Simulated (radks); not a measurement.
In, configuration [Kr] 4d10 5p1 6s2 (not the ground configuration). All-electron calculation, Dirac Kohn-Sham, BLYP, spin-unpolarised, spherical densities, point nucleus; open shells fill j = l - 1/2 first. Program: a radial shooting solver on a logarithmic mesh with Libxc functionals.

Spin-orbit splittings of the eigenvalues, e(l+1/2) - e(l-1/2), with zeta = 2 splitting/(2l+1) and mean radii in bohr:

\begin{tabular}{lrrrrr}
shell & occ. & splitting (eV) & zeta (eV) & <r> j=l-1/2 & <r> j=l+1/2 \\ \hline
2p & 6 & 211.0 & 140.7 & 0.1084 & 0.1137 \\
3p & 6 & 38.10 & 25.40 & 0.3395 & 0.3506 \\
3d & 10 & 7.807 & 3.123 & 0.3223 & 0.3259 \\
4p & 6 & 6.682 & 4.455 & 0.9004 & 0.9308 \\
4d & 10 & 0.8766 & 0.3507 & 1.157 & 1.172 \\
5p & 1 & 0.5440 & 0.3626 & 2.889 & 2.996 \\
5d & 0 & 0.02246 & 0.008983 & 5.946 & 6.001 \\
6p & 0 & 0.07821 & 0.05214 & 8.075 & 8.322 \\
\end{tabular}
